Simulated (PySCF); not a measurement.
**One molecule, a ladder of functionals, a line**

Molecule: `C=C/C=N/[SiH3]`, C3H7NSi.

Bonds (- single, = double, # triple, : aromatic): C1=C2 1.339 Å, C2-C3 1.463 Å, C3=N4 1.271 Å, N4-Si5 1.748 Å. C1 carries H6, H7; C2 carries H8; C3 carries H9; Si5 carries H10, H11, H12. Stereochemistry as in C=C/C=N/[SiH3]. H7 is cis to C3; H6 is trans to C3.

GIAO shieldings (ppm, equivalent atoms averaged) in PySCF 2.14 on the PBE0-D3(BJ)/def2-SVP geometry, basis pcSseg-2, gas phase, non-relativistic:

| functional | exact exchange (%) | σ(C3) | σ(C2) | σ(C1) | σ(Si5) |
| --- | --- | --- | --- | --- | --- |
| BLYP | 0 | -9.4 | 20.2 | 34.9 | 364.0 |
| BP86 | 0 | -5.7 | 25.3 | 38.0 | 371.7 |
| PBE | 0 | -6.1 | 24.9 | 37.7 | 372.7 |
| B3LYP | 20 | -7.1 | 23.7 | 37.3 | 375.7 |
| PBE0 | 25 | -3.1 | 29.3 | 40.8 | 387.4 |
| mPW1PW91 | 25 | -3.7 | 28.8 | 40.3 | 386.4 |
| HF | 100 | 7.4 | 40.8 | 50.6 | 428.6 |

(1) Fit each shielding as a line in the percentage of exact exchange.

(2) What does the line predict for BHandHLYP (50 %), and what does the run give?

## Answers

(1) σ(C3) = -7.5 + 0.15 x (rms 1.5 ppm); σ(C2) = 23.3 + 0.18 x (rms 2.1 ppm); σ(C1) = 36.6 + 0.14 x (rms 1.3 ppm); σ(Si5) = 369.3 + 0.60 x (rms 3.6 ppm). The functionals also differ in their semilocal parts, which the line can't hold; Hartree–Fock has no correlation at all.

(2) σ(C3): 0.0 predicted, -2.7 computed; σ(C2): 32.3 predicted, 29.4 computed; σ(C1): 43.6 predicted, 41.5 computed; σ(Si5): 399.3 predicted, 393.9 computed ppm.
